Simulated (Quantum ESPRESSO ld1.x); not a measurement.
The numbers below are computed, except where a source is named.
Task: Species: Hg4+. Configuration: [Xe] 4f14 5d8 (the NIST ground configuration). Code: ld1.x of Quantum ESPRESSO 7.5. Model: Dirac Kohn-Sham, revPBE, spin-unpolarised, spherical densities, point nucleus; open shells fill j = l - 1/2 first. Some entries of the table are withheld. Estimate them.

orbital,occ.,eigenvalue (eV),<r^2> (bohr^2)
1s1/2,2,-83101.2,0.0003806
2s1/2,2,-14757.7,0.005736
2p1/2,2,-14157.8,0.004054
2p3/2,4,-12209.8,0.005240
3s1/2,2,-3540.42,0.03723
3p1/2,2,(1),0.03392
3p3/2,4,(2),0.04031
3d3/2,4,-2394.98,(3)
3d5/2,6,-2302.54,(4)
4s1/2,2,-818.049,0.1799
4p1/2,2,-702.640,0.1832
4p3/2,4,-598.451,0.2154
4d3/2,4,-410.240,0.2263
4d5/2,6,-390.816,0.2376
5s1/2,2,(5),0.9047
4f5/2,6,-148.628,0.2764
4f7/2,8,-144.430,0.2842
5p1/2,2,(6),1.047
5p3/2,4,(7),1.251
5d3/2,4,-58.3164,1.991
5d5/2,4,-56.0968,2.109

Result: 
(1) 3p1/2 eigenvalue (eV): -3271.00
(2) 3p3/2 eigenvalue (eV): -2839.48
(3) 3d3/2 <r^2> (bohr^2): 0.03086
(4) 3d5/2 <r^2> (bohr^2): 0.03259
(5) 5s1/2 eigenvalue (eV): -168.008
(6) 5p1/2 eigenvalue (eV): -129.747
(7) 5p3/2 eigenvalue (eV): -111.109
